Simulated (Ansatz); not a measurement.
Consider the cleavage of the Si–Si bond: `C[SiH](F)[SiH2]O` + `N=C=O` → `C[SiH](F)N=C=O` + `O[SiH3]`.

Calculated with Ansatz (gas phase, PBE0-D4/def2-TZVP geometries, no zero-point term in ΔE). CBS: MP2 limit from def2 TZ/QZ plus the TZ coupled-cluster correction, frozen cores. This one scheme is used for every species. Functionals use def2-TZVPP. B3LYP here is the variant with VWN-RPA as its local correlation; programs differ in this. One conformer a species, not always the lowest.

`C[SiH](F)[SiH2]O`:

Z-matrix (Å, degrees):
```
C
Si 1 1.860
H 1 1.094 2 109.9
H 1 1.093 2 110.9 3 119.5
H 1 1.092 2 111.2 3 -119.6
F 2 1.616 1 108.3 3 -176.2
Si 2 2.354 1 113.0 3 65.5
H 2 1.491 1 110.1 3 -59.7
O 7 1.656 2 111.2 1 60.6
H 7 1.493 2 109.9 1 -175.6
H 7 1.486 2 110.3 1 -56.2
H 9 0.958 7 117.0 2 60.4
```

`N=C=O`:

Cartesian coordinates in Å:
```
N -0.101 0.685 -0.326
C 0.269 -0.411 0.021
O 0.727 -1.451 0.260
H -0.894 1.177 0.046
```

`C[SiH](F)N=C=O`:

Cartesian coordinates in Å:
```
C -1.444 0.174 0.709
Si -0.076 0.523 -0.473
F -0.566 0.219 -1.961
N 1.247 -0.499 -0.141
C 2.303 -1.047 -0.248
O 3.323 -1.602 -0.314
H -1.756 -0.870 0.640
H -2.308 0.808 0.498
H -1.119 0.368 1.735
H 0.394 1.925 -0.444
```

`O[SiH3]`:

```xyz
6

O     1.050    0.202    0.706
Si   -0.226   -0.201   -0.254
H     0.995    1.017    1.206
H    -1.479   -0.363    0.534
H     0.136   -1.486   -0.893
H    -0.475    0.831   -1.299
```

```
             level  ΔE (kcal/mol)  difference from CCSD(T)/CBS
            B97M-V          -29.4                          0.8
               PBE          -24.3                          5.9
             B3LYP          -30.0                          0.2
         CAM-B3LYP          -31.5                         -1.3
      MP2/def2-SVP          -33.2                         -3.0
     CCSD/def2-SVP          -31.8                         -1.6
CCSD(T)/def2-TZVPP          -30.6                         -0.4
    MP2/def2-QZVPP          -32.8                         -2.6
     MP2/CBS(def2)          -32.6                         -2.4
    CCSD/CBS(def2)          -31.1                         -0.9
       CCSD(T)/CBS          -30.2                            0
```

Largest T1 diagnostic among the species: 0.018.

Leaving LDA and LC-ωPBE aside and taking each functional with its dispersion term where it has one, the values, not all of them listed here, spread over 8.4 kcal/mol, from BHLYP-D4 to PBE-D4. LDA lies −1.3 kcal/mol from PBE without D4. At CCSD(T), def2-SVP lies −0.8 kcal/mol from the extrapolated value and def2-TZVPP −0.3 kcal/mol. From BLYP to BHLYP (50 % exact exchange), in def2-TZVPP and without D4, ΔE moves by −5.3 kcal/mol.
